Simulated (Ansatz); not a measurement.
BrHSn (SMILES [Br][SnH]) moved off its minimum; all values from Ansatz (a program for electronic structure), cores frozen in correlated methods. Elements past Kr take the def2 small-core potentials, without spin–orbit coupling.
(charge 0, multiplicity 1)
```xyz
3

Sn    -0.70838    -0.49693     0.71987
H     -1.74764    -0.89114    -0.56683
Br     0.95323     0.72730    -1.12028
```

**Question.** Give the forces (eV/Å), the total energy and the dipole at CCSD(T)/def2-TZVPPD.

**Answer.** 
```json
[
 {"atom": "Sn1", "Fx": "1.516", "Fy": "0.907", "Fz": "-0.305"},
 {"atom": "H2", "Fx": "-0.701", "Fy": "-0.292", "Fz": "-0.701"},
 {"atom": "Br3", "Fx": "-0.814", "Fy": "-0.616", "Fz": "1.006"}
]
```
Energy -2786.6697 hartree, dipole 4.16 D.
